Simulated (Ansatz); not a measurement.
AsGaH$_{6}$O$_{3}$ (`[OH][Ga-]([OH])([OH])[AsH3+]`). The species carries charge 0 and has multiplicity 1. The structure was optimised at the PBE0-D4/def2-TZVP level. It is one conformer, not always the lowest.

```xyz
11

O    -0.644    2.010   -0.470
Ga   -0.785    0.457    0.425
O    -0.161    0.424    2.106
O    -2.015   -0.793    0.014
As    1.501   -0.633   -0.531
H    -1.268    2.099   -1.192
H    -0.612   -0.235    2.639
H    -2.539   -0.599   -0.765
H     1.969   -1.966   -0.003
H     2.761    0.138   -0.233
H     1.794   -0.903   -1.989
```

Q: What is the dipole moment at r2SCAN/def2-TZVPP? (Best estimate.)

A: The calculation gave: 3.60 D, with components (1.12, -2.00, -2.78) D in this frame, pointing from negative to positive charge.

Q: And with PBE, B3LYP, ωB97M-V? (An estimate is asked.)

A: Ansatz gave: PBE 3.45 D, B3LYP 3.57 D, ωB97M-V 3.62 D.

Q: Give the Mulliken charges with r2SCAN, ωB97M-V, PBE in def2-TZVPP. (Best estimate.)

A: Computed: 
| atom | r2SCAN | ωB97M-V | PBE |
| --- | --- | --- | --- |
| O1 | -0.45 | -0.43 | -0.39 |
| Ga2 | 0.66 | 0.65 | 0.50 |
| O3 | -0.47 | -0.44 | -0.40 |
| O4 | -0.45 | -0.43 | -0.39 |
| As5 | 0.11 | 0.03 | 0.11 |
| H6 | 0.18 | 0.15 | 0.17 |
| H7 | 0.20 | 0.17 | 0.18 |
| H8 | 0.18 | 0.15 | 0.16 |
| H9 | 0.02 | 0.05 | 0.02 |
| H10 | 0.02 | 0.05 | 0.03 |
| H11 | 0.01 | 0.04 | 0.01 |

B3LYP here is the variant with VWN-RPA as its local correlation; programs differ in this.
